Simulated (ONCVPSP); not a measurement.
## Transferability test, ONCV potential for nitrogen

nitrogen (N), optimised norm-conserving Vanderbilt (ONCV), made with ONCVPSP 4.0.1 (PBEsol, scalar-relativistic). Core [He], reference 2s1 2p4. Waves: 2s: rc 1.05 bohr, ncon 4, nbas 7, qcut 6.8 1/bohr, 3 projectors, debl 2.7 Ha; 2p: rc 1.35 bohr, ncon 5, nbas 10, qcut 9.8 1/bohr, 2 projectors, debl 3.8 Ha; d scattering state at 0.17 Ha: rc 1.35 bohr, ncon 3, nbas 7, qcut 6.8 1/bohr, 2 projectors, debl 1.4 Ha. Local part: polynomial inside 0.85 bohr (lpopt 3, dvloc0 4 Ha). Core correction: polynomial model core, fcfact 0.65.

Energies are relative to the spin-unpolarised reference configuration 2s1 2p4; without spin polarisation the order of configurations can differ from experiment.

```json
{"valence configuration": "2s2 2p3", "charge": "0", "ΔE all-electron (eV)": "-11.434", "error AE − PS (meV)": "+7.2"}
{"valence configuration": "2s2 2p1", "charge": "+2", "ΔE all-electron (eV)": "30.824", "error AE − PS (meV)": "+114"}
```

(1) What are ΔE and the potential's error for 2s0 2p5?

(2) What are ΔE and the potential's error for 2s2 2p2?

## Answers

(1) ΔE = 11.461 eV all-electron; the error (AE − PS) is +7.3 meV.

(2) ΔE = 2.087 eV all-electron; the error (AE − PS) is +29 meV.
